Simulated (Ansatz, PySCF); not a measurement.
BH₆NO₂Si, SMILES OB([SiH2]N)O.

Coordinates come from a B3LYP-D3(BJ)/def2-SVP optimisation. The structure was generated by enumeration, and PubChem lists no compound with its InChIKey, so it may never have been made. One conformer was computed; it need not be the lowest.

Vertical ionisation energy (IE) and electron affinity (EA) in eV. Rows of orbital energies are one-electron estimates. Where ΔSCF, EOM or ADC give a negative EA the extra electron is unbound and the value depends on the basis.

| level | IE | EA |
|---|---|---|
| −ε(HOMO), −ε(LUMO), PBE0/def2-TZVP (PySCF) | 7.56 | 0.23 |
| −ε(HOMO), −ε(LUMO), PBE/def2-TZVP (PySCF) | 6.21 | 1.10 |
| ΔSCF, CAM-B3LYP/def2-SVPD (Ansatz), final states of multiplicity 2 and 2 | 9.91 | -1.19 |
| ΔSCF, PBE/def2-SVPD (Ansatz), final states of multiplicity 2 and 2 | ? | ? |

Task: Complete the blanks. (An estimate is asked for; the answer gives what the named calculation found.)

Result: 
- ΔSCF, PBE/def2-SVPD (Ansatz, a program for electronic structure), final states of multiplicity 2 and 2, IE: 9.32
- ΔSCF, PBE/def2-SVPD (Ansatz), final states of multiplicity 2 and 2, EA: -0.87

Task: What vertical singlet–triplet gap does ΔSCF give with CAM-B3LYP/def2-SVPD (Ansatz) and with PBE/def2-SVPD (Ansatz)? (An estimate is asked for; the answer gives what the named calculation found.)

Result: 5.47 and 4.89 eV (triplet above singlet where positive).
